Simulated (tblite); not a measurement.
Compound: C3H16Si4.
Numbering: `[SiH3:1][CH2:2][C@@H:3]([SiH3:4])[CH2:5][SiH2:6][SiH3:7]` (hydrogens: H8, H9, H10 on Si1; H11, H12 on C2; H13 on C3; H14, H15, H16 on Si4; H17, H18 on C5; H19, H20 on Si6; H21, H22, H23 on Si7)

Cartesian coordinates in Å at the GFN2-xTB level; atoms count from 1:
```xyz
23
C3H16Si4 angstrom
Si     2.413   -0.927    0.765
C      0.974    0.298    0.973
C      0.241    0.751   -0.292
Si     1.294    1.873   -1.424
C     -0.333   -0.425   -1.085
Si    -1.613   -1.476   -0.133
Si    -3.097   -0.101    0.984
H      3.057   -1.074    2.075
H      1.944   -2.246    0.334
H      3.393   -0.418   -0.196
H      0.249   -0.154    1.659
H      1.354    1.186    1.486
H     -0.613    1.363    0.040
H      1.970    2.894   -0.621
H      2.278    1.087   -2.169
H      0.388    2.521   -2.377
H     -0.821   -0.033   -1.982
H      0.485   -1.057   -1.437
H     -0.914   -2.408    0.766
H     -2.268   -2.334   -1.134
H     -4.338   -0.793    1.336
H     -3.491    1.075    0.198
H     -2.557    0.425    2.243
```

Level: GFN2-xTB in tblite, geometry and Hessian alike; calculated harmonic values, unscaled, isolated species. This tight-binding method is rough: wavenumbers can miss measured ones by several per cent, in bad cases by 10 to 20. Modes of hydrogen on silicon can be 10 to 20 % off. One conformer, not necessarily the lowest.

Harmonic wavenumbers (cm⁻¹): 38.9, 63.3, 65.6, 72.9, 97.5, 112.4, 152.7, 185.7, 215.1, 242.9, 310.1, 375.0, 401.6, 436.3, 465.5, 469.7, 508.0, 528.2, 534.4, 568.2, 587.1, 651.7, 680.2, 730.5, 750.4, 769.4, 773.4, 781.0, 787.2, 794.7, 805.4, 808.8, 814.0, 820.0, 824.9, 825.8, 843.3, 995.0, 1101.7, 1132.7, 1175.5, 1204.2, 1265.4, 1307.4, 1333.4, 1481.3, 1485.6, 2165.3, 2180.2, 2212.5, 2217.8, 2238.2, 2240.9, 2244.1, 2252.8, 2255.7, 2259.9, 2272.2, 2840.7, 2916.5, 2937.4, 2950.9, 2964.3.

A = 1408, B = 650.6, C = 536.4 MHz; mass 164.033 u (most abundant isotopes); point group C1, symmetry number 1.

**Question.** Zero-point energy?

**Answer.** Half the sum of the wavenumbers: 35262 cm⁻¹ = 421.83 kJ/mol.

**Question.** Entropy at 298.15 K, 1 bar (ideal gas, RRHO, classical rotation)?

**Answer.** Translation 172.46, rotation 129.12, vibration 192.57: S = 494.1 J/(mol K).

**Question.** And Cp and H(298.15 K) − H(0)?

**Answer.** Cp = 228.23 J/(mol K), of which vibrations give 194.97 (their classical limit is 63 R = 523.8); H(298.15 K) − H(0) = 39.58 kJ/mol without the zero-point energy, 29.67 from vibrations.

**Question.** Which modes carry the vibrational entropy at 298.15 K?

**Answer.** 38.9 cm⁻¹: 22.24; 63.3 cm⁻¹: 18.21; 65.6 cm⁻¹: 17.91; 72.9 cm⁻¹: 17.04; 97.5 cm⁻¹: 14.66; 112.4 cm⁻¹: 13.50 J/(mol K); the other 57 give 89.01 together.

**Question.** How do the functions run with temperature in this model?

**Answer.** 
```
T (K)  S (J/(mol K))  Cp (J/(mol K))  H − H(0) (kJ/mol)  G − H(0) (kJ/mol)  ln q(vib)
  100          326.3           102.6               6.86             -25.76       3.08
  200          416.0           165.6              20.18             -63.03       7.23
  300          495.6           229.3              40.01            -108.66      11.27
  500          636.0           321.2              95.78            -222.23      19.12
  800          806.7           404.4             205.72            -439.67      29.88
 1000          901.1           440.5             290.41            -610.67      36.33
```

q(vib) and H(0) count from the zero-point level.

Hindered rotation and anharmonicity are outside this model. Other conformers, if any are populated, would add a mixing term that is left out. The structure is chiral; the term R ln 2 for an equal mix with its mirror image is left out.
